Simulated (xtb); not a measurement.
F$_{5}$Nb, charge -1, doublet, geometry from GFN2-xTB (such geometries of metal compounds can be far from the true shape) (the multiplicity is a formal guess), atoms displaced at random by about 0.05 Å a coordinate; xtb with GFN2-xTB.

The xtb input:
```
$ xtb mol.xyz --gfn 2 --chrg -1 --uhf 1 --opt crude --json

# file mol.xyz
6

Nb    -0.13292109    -0.04210741     0.02621336
F      0.95348244    -0.87705934    -1.31525736
F     -1.04796934     0.45121842     1.49479474
F     -0.82437007     1.13167751    -1.31504904
F     -0.17665472    -1.71116279     0.77090125
F      0.99553092     1.59322622     0.24391385
```

It wrote (shortened):

```
   ID    Z sym.   atoms
    1   41 Nb     1
    2    9 F      2-6

           -------------------------------------------------
          |                Calculation Setup                |
           -------------------------------------------------

           -------------------------------------------------
          |                 G F N 2 - x T B                 |
           -------------------------------------------------

          ...................................................
          :                      SETUP                      :
          :.................................................:
          :  # basis functions                  30          :
          :  # atomic orbitals                  29          :
          :  # shells                           13          :
          :  # electrons                        41          :
          :  max. iterations                   250          :
          :  Hamiltonian                  GFN2-xTB          :
          :  restarted?                      false          :
          :  GBSA solvation                  false          :
          :  PC potential                    false          :
          :  electronic temp.          300.0000000     K    :
          :  accuracy                    1.0000000          :
          :  -> integral cutoff          0.2500000E+02      :
          :  -> integral neglect         0.1000000E-07      :
          :  -> SCF convergence          0.1000000E-05 Eh   :
          :  -> wf. convergence          0.1000000E-03 e    :
          :  Broyden damping             0.4000000          :
          :  net charge                         -1          :
          :  unpaired electrons                  1          :
          ...................................................

 iter      E             dE          RMSdq      gap      omega  full diag
   1     -3.8752973 -0.387530E+01  0.387E+01    0.42       0.0  T
   2    -18.7491697 -0.148739E+02  0.298E+01    0.70       1.0  T
   3    -21.7944038 -0.304523E+01  0.220E+01    0.23       1.0  T
   4    -25.3620772 -0.356767E+01  0.126E+01    0.68       1.0  T
   5    -25.0743774  0.287700E+00  0.953E+00    0.73       1.0  T
   6    -23.7248967  0.134948E+01  0.145E+01    0.54       1.0  T
   7    -25.6300112 -0.190511E+01  0.686E+00    0.86       1.0  T
   8    -26.0313070 -0.401296E+00  0.294E+00    0.94       1.0  T
   9    -26.0482290 -0.169220E-01  0.299E+00    0.94       1.0  T
  10    -26.0766442 -0.284152E-01  0.853E-01    0.97       1.0  T
  11    -26.0325431  0.441011E-01  0.181E+00    0.93       1.0  T
  12    -26.0610428 -0.284997E-01  0.113E+00    0.93       1.0  T
  13    -26.0779208 -0.168781E-01  0.350E-01    0.94       1.0  T
  14    -26.0739902  0.393063E-02  0.636E-01    0.94       1.0  T
  15    -26.0780268 -0.403661E-02  0.136E-01    0.94       1.0  T
  16    -26.0780301 -0.322836E-05  0.406E-02    0.94       1.0  T
  17    -26.0780492 -0.191215E-04  0.135E-02    0.94       3.0  T
  18    -26.0780496 -0.423276E-06  0.136E-02    0.94       3.0  T
  19    -26.0780514 -0.185215E-05  0.602E-03    0.94       6.8  T
  20    -26.0780516 -0.119388E-06  0.157E-03    0.94      26.0  T
  21    -26.0780516 -0.278465E-07  0.332E-04    0.94     122.8  T
  22    -26.0780516 -0.802256E-09  0.102E-04    0.94     399.6  T

   *** convergence criteria satisfied after 22 iterations ***

         :::::::::::::::::::::::::::::::::::::::::::::::::::::
         ::                     SUMMARY                     ::
         :::::::::::::::::::::::::::::::::::::::::::::::::::::
         :: total energy             -26.058171481057 Eh    ::
         :: gradient norm              0.038198649872 Eh/a0 ::
         :: HOMO-LUMO gap              0.937328886903 eV    ::
         ::.................................................::
         :: SCC energy               -26.078050664912 Eh    ::
         :: -> isotropic ES            0.187178843669 Eh    ::
[...]
 * total energy  :   -26.0581715 Eh     change       -0.1102123E-09 Eh
 * total energy  :   -26.0605435 Eh     change       -0.2371982E-02 Eh
 * total energy  :   -26.0620480 Eh     change       -0.1504489E-02 Eh
 * total energy  :   -26.0623396 Eh     change       -0.2916196E-03 Eh
   *** GEOMETRY OPTIMIZATION CONVERGED AFTER 4 ITERATIONS ***
         :: total energy             -26.062339571928 Eh    ::
[...]
       ...           ...                  ...                  ...
         9        2.0000           -0.3442386              -9.3672
        10        2.0000           -0.3396350              -9.2419
        11        2.0000           -0.3358929              -9.1401
        12        2.0000           -0.3349003              -9.1131
        13        2.0000           -0.3341814              -9.0935
        14        2.0000           -0.3294484              -8.9647
        15        2.0000           -0.3225680              -8.7775
        16        2.0000           -0.3158865              -8.5957
        17        2.0000           -0.3141752              -8.5491
        18        2.0000           -0.3094472              -8.4205
        19        2.0000           -0.3030213              -8.2456
        20        2.0000           -0.3010649              -8.1924
        21        1.0000           -0.2091689              -5.6918 (HOMO)
        22                         -0.1642407              -4.4692 (LUMO)
        23                         -0.1444309              -3.9302
        24                         -0.1024379              -2.7875
        25                          0.2456871               6.6855
        26                          0.3328153               9.0564
        27                          0.4714065              12.8276
        28                          0.6657656              18.1164
        29                          0.7638514              20.7855
      -------------------------------------------------------------
                  HL-Gap            0.0449282 Eh            1.2226 eV
             Fermi-level           -0.2209108 Eh           -6.0113 eV

     #   Z          covCN         q      C6AA      α(0)
     1  41 Nb       3.342     0.579   231.245    28.214
     2   9 F        0.671    -0.305    12.397     4.156
     3   9 F        0.671    -0.298    12.323     4.144
     4   9 F        0.668    -0.321    12.579     4.187
     5   9 F        0.671    -0.320    12.577     4.186
     6   9 F        0.662    -0.335    12.746     4.214

 Mol. C6AA /au·bohr⁶  :       1050.471113
 Mol. C8AA /au·bohr⁸  :      59345.575433
 Mol. α(0) /au        :         49.101885

Wiberg/Mayer (AO) data.
largest (>0.10) Wiberg bond orders for each atom

 ---------------------------------------------------------------------------
     #   Z sym  total        # sym  WBO       # sym  WBO       # sym  WBO
 ---------------------------------------------------------------------------
     1  41 Nb   5.194 --     3 F    1.073     2 F    1.062     5 F    1.034
                             4 F    1.026     6 F    0.999
     2   9 F    1.209 --     1 Nb   1.062
     3   9 F    1.220 --     1 Nb   1.073
     4   9 F    1.168 --     1 Nb   1.026
     5   9 F    1.179 --     1 Nb   1.034
     6   9 F    1.138 --     1 Nb   0.999
 ---------------------------------------------------------------------------

Topologies differ in total number of bonds
Writing topology from bond orders to xtbtopo.mol

molecular dipole:
                 x           y           z       tot (Debye)
 q only:       -0.033      -0.521       0.137
   full:       -0.067      -0.829       0.246       2.205
molecular quadrupole (traceless):
                xx          xy          yy          xz          yz          zz
 q only:        4.647       0.069      -3.867       2.131       0.876      -0.780
  q+dip:        5.191       0.016      -4.412       2.142       1.089      -0.779
   full:        4.640      -0.230      -4.247       1.635       1.124      -0.393

optimized geometry written to: xtbopt.xyz

           -------------------------------------------------
          | TOTAL ENERGY              -26.062339571928 Eh   |
          | GRADIENT NORM               0.004592531320 Eh/α |
          | HOMO-LUMO GAP               1.222559375976 eV   |
           -------------------------------------------------

normal termination of xtb
```
